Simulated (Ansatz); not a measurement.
Consider the ligand exchange at the Si–O bond: `O[SiH2][O][AlH2]` + `O[SiH2][SiH3]` → `O[SiH2]O[SiH2][SiH3]` + `[OH][AlH2]`.

Calculated with Ansatz (gas phase, PBE0-D4/def2-TZVP geometries, no zero-point term in ΔE). CBS: MP2 limit from def2 TZ/QZ plus the TZ coupled-cluster correction, frozen cores. This one scheme is used for every species. DFT in def2-TZVPP. B3LYP here is the variant with VWN-RPA as its local correlation; programs differ in this. One conformer a species, not always the lowest.

`O[SiH2][O][AlH2]`:

Cartesian coordinates in Å:
```
O 0.097 0.133 -2.189
Si 0.797 0.564 -0.768
O 0.028 -0.055 0.515
Al -0.801 -0.851 1.745
H -0.747 0.528 -2.410
H 2.172 0.022 -0.848
H 0.794 2.044 -0.623
H -2.350 -1.095 1.552
H 0.010 -1.291 3.025
```

`O[SiH2][SiH3]`:

Z-matrix (Å, degrees):
```
Si
Si 1 2.347
O 1 1.654 2 112.4
H 1 1.484 2 110.6 3 117.6
H 1 1.493 2 108.5 3 -123.5
H 2 1.489 1 110.0 3 177.8
H 2 1.491 1 110.1 3 58.6
H 2 1.488 1 111.4 3 -61.5
H 3 0.958 1 117.6 2 -58.8
```

`O[SiH2]O[SiH2][SiH3]`:

```xyz
13

O     1.217   -1.289   -2.076
Si    0.157   -1.720   -0.904
O     0.503   -1.025    0.531
Si    0.495    0.419    1.318
Si   -1.131    1.874    0.452
H     2.109   -1.637   -2.034
H    -1.158   -1.243   -1.387
H     0.186   -3.183   -0.672
H     1.840    1.047    1.205
H     0.231    0.154    2.757
H    -1.074    3.160    1.201
H    -2.494    1.297    0.599
H    -0.881    2.148   -0.989
```

`[OH][AlH2]`:

Z-matrix (Å, degrees):
```
Al
O 1 1.696
H 1 1.585 2 119.7
H 1 1.577 2 116.0 3 -180.0
H 2 0.956 1 123.4 3 -0.0
```

| level | ΔE (eV) |
| --- | --- |
| r2SCAN-D4 | 0.03 |
| B3LYP | 0.06 |
| SCS-MP2/def2-TZVPP | 0.03 |
| CCSD/CBS(def2) | 0.03 |

Q: What does CCSD(T)/CBS give? (Estimate.)

A: Ansatz gave: +0.02 eV. The listed levels differ from it by 0.01, 0.04, 0.01, 0.01 eV.

Largest T1 diagnostic among the species: 0.012.

In def2-TZVPP, CCSD(T) changes the Hartree–Fock value by −0.07 eV (the triples alone add −0.01 eV) and MP2 by −0.07 eV. The D4 term adds −0.06 eV with B3LYP and −0.04 eV with PBE0; it sums over pairs of atoms, weighted by their polarisabilities, and B3LYP, whose exchange is more repulsive, gets the larger term.
